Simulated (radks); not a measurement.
Results of a calculation; reference values are marked as such.
Question: Orbital eigenvalues (eV) of the sulfur ion S+, [Ne] 3s2 3p3, of relativity; Dirac values are averaged over j with weights 2j + 1. Spin-unpolarised spherical Kohn-Sham, PBEsol, point nucleus unless stated (finite: rms radius 3.2611 fm), a radial shooting solver on a logarithmic mesh with Libxc functionals. A level marked "c x" has the speed of light scaled by that factor and shares open shells by 2j + 1; other Dirac levels either fill j = l - 1/2 first or share by 2j + 1.

| shell | non-rel. |
|---|---|
| 1s | -2405.4 |
| 2s | -221.69 |
| 2p | -168.05 |
| 3s | -27.435 |
| 3p | -16.768 |

Give the values at the level "Dirac, 2j+1 shares, finite nucleus".

Answer: 
shell  Dirac, 2j+1 shares, finite nucleus  change of magnitude (%)
1s                                -2413.5                    +0.34
2s                                -222.94                    +0.56
2p                                -168.04                    -0.01
3s                                -27.557                    +0.44
3p                                -16.755                    -0.08
